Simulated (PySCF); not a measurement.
# TlN and its ions

PBE0; basis Tl def2-SVPD with ECP60, N def2-SVPD; scalar-relativistic core potentials; PySCF 2.14. Neutral (UKS): triplet (π ↑↑), Re = 2.323 Å, ωe = 411 cm⁻¹, De = 1.67 eV, HOMO -5.17 eV, LUMO -2.33 eV.

TlN⁺ (UKS): quartet (σ ↑, π ↑↑), Re = 3.010 Å, ωe = 106 cm⁻¹. The energies at the minima are -227.03654 hartree for TlN and -226.78142 for TlN⁺.

Problem. Work out the adiabatic ionisation energy, without and with harmonic zero-point energies (1 hartree = 27.2114 eV, 1 eV = 8065.5 cm⁻¹), and the change of the bond length.

Solution. At PBE0: 0.25512 hartree = 6.942 eV between the minima; the zero-point term (106.0 − 411.0)/2 cm⁻¹ = -0.019 eV makes it 6.923 eV. Re changes by +68.7 pm against the neutral. The electron leaves a σ orbital, and the ion is left as a loose complex of an ion and an atom.

TlN⁻ (UKS): doublet (π ↑), Re = 2.137 Å, ωe = 473 cm⁻¹. The energies at the minima are -227.03654 hartree for TlN and -227.06445 for TlN⁻.

Problem. Work out the adiabatic electron affinity, without and with harmonic zero-point energies (1 hartree = 27.2114 eV, 1 eV = 8065.5 cm⁻¹), and the change of the bond length.

Solution. At PBE0: 0.02791 hartree = 0.759 eV between the minima; the zero-point term (411.0 − 473.0)/2 cm⁻¹ = -0.004 eV makes it 0.756 eV. Re changes by -18.6 pm against the neutral. The electron enters a π orbital, and the shorter bond of the ion fits a bonding orbital, or a change in how ionic the bond is.

⟨S²⟩ is raised (TlN⁻ 0.95), so spin contamination touches these numbers. These are scalar-relativistic numbers at best; spin–orbit coupling would shift them, the dissociation energy most. The highest Kohn–Sham level is positive in this anion. Much of that is self-interaction error, but it also means that the finite basis helps to hold the extra electron. States were picked by a PBE0 search and need not be the measured ground states.
